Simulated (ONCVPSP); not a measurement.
Configuration tests for titanium (ONCV)

```json
{"Element": "titanium (Ti)", "Generator": "ONCVPSP 4.0.1", "Type": "optimised norm-conserving Vanderbilt (ONCV)", "Functional": "PBE", "Relativity": "scalar-relativistic", "Frozen core": "[Ne] 3s2", "Valence charge": "10", "Reference configuration": "3p6 3d2 4s2", "Partial waves": "4s: rc 3.00 bohr, ncon 4, nbas 7, qcut 1.9 1/bohr, 3 projectors, debl 3.8 Ha; 3p: rc 1.15 bohr, ncon 4, nbas 8, qcut 6.3 1/bohr, 2 projectors, debl 3.7 Ha; 3d: rc 2.10 bohr, ncon 3, nbas 8, qcut 7.1 1/bohr, 1 projector", "Local potential": "polynomial inside 0.75 bohr (lpopt 1, dvloc0 2 Ha)", "Core correction": "polynomial model core, fcfact 0.7"}
```

Energies are relative to the spin-unpolarised reference configuration 3p6 3d2 4s2; without spin polarisation the order of configurations can differ from experiment.

```
valence configuration  charge  ΔE all-electron (eV)  error AE − PS (meV)
          3p6 3d2 4s1      +1                 7.347                 -2.7
          3p6 3d1 4s0      +3                47.867                 +119
          3p5 3d2 4s2      +1                45.556                 -305
```

(1) What are ΔE and the potential's error for 3p6 3d2 4s0?

Levels in the configuration 3p5 3d2 4s2:

| level | all-electron (eV) | pseudo (eV) |
| --- | --- | --- |
| 3p | -52.818 | -53.406 |
| 3d | -16.867 | -16.840 |
| 4s | -12.117 | -12.063 |

Note: no bound ghost flagged; GHOST(+) flagged for s at 35.5 eV, s at 269.3 eV.

Answers

(1) ΔE = 20.919 eV all-electron; the error (AE − PS) is -24 meV.
